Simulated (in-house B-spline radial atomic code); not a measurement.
**Ionising In⁸⁺ with different functionals**

Computed with an all-electron radial atomic-structure program (B-spline basis): four-component Dirac-Coulomb Hamiltonian, Fermi nucleus of rms radius 4.6156 fm, spin-restricted, spherical fractional occupations for the functionals. The ionisation energy is the difference of two self-consistent energies, [Kr] 4d5 → [Kr] 4d4, without Breit or QED terms; ε is the level of the shell that loses the electron (mean over j). The electron is taken from both j subshells in proportion to 2j + 1, so the result is a j average, not the step between ground levels.

Hybrids are left out here: with spherical fractional occupations of an open shell their exact exchange keeps a self-interaction that integer-occupation calculations don't have.

| method | rung | ΔSCF (eV) | -ε(4d) (eV) |
| --- | --- | --- | --- |
| LDA VWN5 | LDA | 155.54 | 144.59 |
| relativistic LDA | LDA | 155.55 | 144.60 |
| LDA PW92 | LDA | 155.53 | 144.58 |
| LDA exchange-only | LDA | 153.53 | 142.59 |
| PBE | GGA | 155.38 | 144.43 |
| PBEsol | GGA | ? | ? |
| BLYP | GGA | 155.16 | 144.20 |
| RPBE | GGA | ? | ? |
| PW91 | GGA | 155.49 | 144.53 |
| BP86 | GGA | 155.43 | 144.48 |
| AM05 | GGA | 155.36 | 144.40 |
| OLYP | GGA | 155.95 | 144.97 |

Q: What does RPBE give?

A: ΔSCF 155.35 eV, and -ε(4d) = 144.39 eV.

Q: What does PBEsol give?

A: ΔSCF 155.33 eV, and -ε(4d) = 144.38 eV.

Q: How do they compare with the NIST value?

A: NIST lists 156 eV ± 2.2 (tabulated theory, ground level to ground level). Errors run from -2.47 to -0.05 eV; all lie within about twice that uncertainty, so the table can't rank the methods.
